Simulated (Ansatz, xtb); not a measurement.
Ranking isomers of H4O3SSi

3 gas-phase structures of H4O3SSi, found in a search over its isomers (lower ones may exist). Each was relaxed with GFN2-xTB; where two conformers were screened, the lower at r2SCAN-D4/def2-SVP is listed:

A. `O[SiH](O)OS`, a singlet
B. `O[Si](O)(O)S`, a singlet
C. `OS[SiH](O)O`, a singlet

Question: Make a reasoned guess at their ranking by r2SCAN-D4/def2-SVP single-point energy.

Answer: Calculated order at r2SCAN-D4/def2-SVP: B (0.0), A (53.5), C (63.6) kcal/mol.

Energies above the lowest of each column, in kcal/mol; the last columns are at PBE0-D3(BJ)/def2-SVP geometries and were run for some of them only (a dash: not run or not comparable):

| structure | GFN2-xTB | HF/STO-3G | r2SCAN-D4/def2-SVP | PBE0-D3(BJ)/def2-SVP | CCSD(T)/def2-SVP + ΔMP2/def2-TZVPP |
| --- | --- | --- | --- | --- | --- |
| B | 0.0 | 0.0 | 0.0 | 0.0 | 0.0 |
| A | 21.9 | 33.7 | 53.5 | 51.1 | 48.7 |
| C | 38.3 | 36.8 | 63.6 | – | – |

Every level run on B puts it lowest or level with the lowest. Some further structures that were screened fall inside this span and aren't listed. Flexible structures stand in one conformer each, not always the lowest. Frequencies (PBE0-D3(BJ)/def2-SVP) were run for A, B alone. ΔMP2 is the change of the MP2 energy from the smaller to the larger basis.

Programs: Ansatz 0.2.0, xtb 6.7.1.
